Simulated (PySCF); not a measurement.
Two species compared at the same levels of theory.

First species: C9H10O2.
Structure used (GFN2-xTB), in Å, numbered top down from 1:
```
atom  x, y, z in Å
O1    -2.6217   -1.4808   -1.1773
C2    -1.9842   -0.6026   -0.6633
C3    -1.8929   -0.3224    0.8224
C4    -1.1492    1.0037    0.9406
C5    -0.2486    1.0459   -0.3111
C6     1.0047    0.2596   -0.0987
C7     1.2899   -1.0669   -0.2421
C8     2.6461   -1.2249    0.1385
C9     3.0819    0.0138    0.4868
O10    2.0969    0.9184    0.3462
C11   -1.1299    0.4157   -1.3902
H12   -2.8814   -0.3155    1.2803
H13   -1.3257   -1.1371    1.2772
H14   -1.8536    1.8359    0.9057
H15   -0.5703    1.0813    1.8592
H16    0.0365    2.0733   -0.5501
H17    0.6268   -1.8371   -0.5802
H18    3.2097   -2.1351    0.1489
H19    4.0308    0.3725    0.8328
H20   -1.8046    1.1593   -1.8207
H21   -0.5699   -0.0401   -2.2051
```

Second species: C₉H₉F.
InChI=1S/C9H9F/c1-9(10)6-7-4-2-3-5-8(7)9/h2-5H,6H2,1H3/t9-/m1/s1

Levels: PBE0/pcSseg-1 for HOMO energy, LUMO energy and HOMO–LUMO gap. Geometries: GFN2-xTB. All species are isolated and taken at one optimised geometry, non-relativistic unless stated; the electronic structure was computed with PySCF and density fitting.

Values for the first species:

```
HOMO energy   : -6.56 eV
LUMO energy   : -0.64 eV
HOMO–LUMO gap : 5.92 eV
```

**Question.** Estimate the same properties for the second species, and the change in each.

**Answer.** 
```csv
property,first,second,second less first
HOMO energy,-6.56 eV,-7.18 eV,-0.62 eV
LUMO energy,-0.64 eV,-0.53 eV,+0.11 eV
HOMO–LUMO gap,5.92 eV,6.65 eV,+0.73 eV
```

One conformer stands for the species.
